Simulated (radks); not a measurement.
Valence configurations of Pd+ (all share [Kr]). Method: scalar-relativistic Kohn-Sham, BLYP, spin-polarised, spherical densities, point nucleus; open shells are filled with parallel spins first (spin-orbit coupling, left out, can overturn this in heavy ions); computed with a radial shooting solver on a logarithmic mesh with Libxc functionals. Energies are relative to 4d9; eigenvalues in eV for spin up.

valence          E (eV)  moment (Bohr magnetons)    e(4d)    e(5p)    e(5s)
4d9               0.000                        1  -14.863        -        -
4d8 5s1           3.403                        3  -18.480        -  -12.969
4d8 5p1           8.852                        3  -19.821   -8.318        -
4d7 5s2           9.234                        3  -22.308        -  -14.146
4d7 5s1 5p1      13.984                        5  -23.585   -9.274  -15.339
4d7 5p2          20.108                        5  -24.814   -9.902        -
4d6 5s1 5p2      27.119                        7  -28.705  -10.799  -17.519
4d6 5p3          33.894                        7  -29.847  -11.359        -
4d5.5 5s1 5p2.5  34.661                        8  -31.271  -11.522  -18.559
4d4.5 5s2 5p2.5  49.356                        7  -35.341  -12.226  -19.701

NIST lists [Kr] 4d9 as the ground configuration; this level of theory agrees among the configurations tried. The energies are those of spherical high-spin densities, not of single terms.
